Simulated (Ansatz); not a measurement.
The Ge1–H2 bond of FGeH (SMILES [F][GeH]) is stretched (multiplicity 1, the rest rigid).
Geometry at rest (charge 0, multiplicity 1):
```xyz
3

Ge    -0.1137    -0.2269     0.2808
H     -0.9845    -1.0535    -0.7992
F      0.5137     0.9238    -0.9095
```

Frozen-core correlation. Filled d and f shells under p-block atoms count as core.

Run with Ansatz (an electronic-structure program) with Gaussian orbitals. Values without a source in brackets are computed.

Energies above the point at 1.615 Å (the B3LYP-D3(BJ) bond length), FIC-MRCISD+Q on CASSCF(2,2)/cc-pVTZ (kcal/mol): 4.49 at 1.453 Å; 3.35 at 1.776 Å; 70.63 at 5.168 Å.

**Question.** Take the last value as the depth D of a Morse curve D(1 − e^(−a(R − R₀)))², fit a and R₀ to the two near points, and test it at 2.180 and 2.826 Å.

**Answer.** 
With D = 70.6, both near points (counted from the curve's value at 1.615 Å) are met by a = 1.46 Å⁻¹ and R₀ = 1.608 Å, so k = 2Da² = 299 kcal/(mol Å²). The curve then gives 22.6 and 48.7 kcal/mol; the level itself gives 23.2 and 52.5, so Morse is off by -0.7 and -3.8.
